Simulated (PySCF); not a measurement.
## Rh: ionisation energy

Rh [Kr] 4d8 5s1 (4F) → Rh+ [Kr] 4d8 (3F), as a difference of total energies. Computed with PySCF 2.14 in ANO-RCC-VTZP, with scalar relativity by spin-free X2C-1e. Correlated levels: valence and next inner shell: [Ar] 3d10 frozen. The calculations carry no spin-orbit coupling.

| method | ionisation energy (eV) |
| --- | --- |
| UHF | 6.341 |
| MP2 (valence and next inner shell) | 7.492 |
| SCS-MP2 (valence and next inner shell) | 7.235 |
| CCSD (valence and next inner shell) | 7.314 |
| CCSD(T) (valence and next inner shell) | 7.413 |

Problem. How much does correlation contribute at CCSD(T) (valence and next inner shell)?

Solution. 7.413 − (6.341) = 1.072 eV, measured against UHF.

A first-order spin-orbit estimate (lowest level to lowest level, LS coupling) adds -0.006 eV.

Errors of the correlated levels include the incompleteness of this basis and the frozen core.

For comparison: 7.459 eV (measured; NIST Atomic Spectra Database, ionization energies).
